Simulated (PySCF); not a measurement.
**Finite-field polarisability of F (fluorine, neutral)**

[He] 2s2 2p5, 2P determinant. Computed with PySCF 2.14 in x2c-QZVPPall with one added diffuse shell each of s, p, d, f type (8s5p4d3f1g, 73 functions), with the spin-free X2C one-electron Hamiltonian (Gaussian nucleus). Frozen: 1s2. Energy changes in a uniform field (μhartree):

```json
{"axis": "x", "F (au)": "0.0081", "HF": "-100.685", "MP2": "-109.960", "CCSD": "-108.760", "CCSD(T)": "-110.158"}
{"axis": "x", "F (au)": "0.0162", "HF": "-402.837", "MP2": "-439.980", "CCSD": "-435.180", "CCSD(T)": "-440.782"}
{"axis": "y", "F (au)": "0.0077", "HF": "-99.301", "MP2": "-111.175", "CCSD": "-109.712", "CCSD(T)": "-111.662"}
{"axis": "y", "F (au)": "0.0154", "HF": "-397.440", "MP2": "-445.036", "CCSD": "-439.170", "CCSD(T)": "-446.996"}
```

By symmetry the remaining axis equals y.

(1) Derive α along x at CCSD(T) from the two fields.

(2) And the mean polarisability at each level?

Results:

(1) With ΔE = −αF²/2 − γF⁴/24, α = −(16 ΔE(F) − ΔE(2F))/(6F²) = 3.358 bohr³.

(2) The components xx, yy, zz at CCSD(T) are 3.358, 3.766, 3.766, the third axis being equal by symmetry to one of the two computed. Means: HF 3.256, MP2 3.617, CCSD 3.572, CCSD(T) 3.630 bohr³. Reference: 3.74 ± 0.08 bohr³ (recommended; Schwerdtfeger and Nagle, table of static dipole polarizabilities (2023 update)).
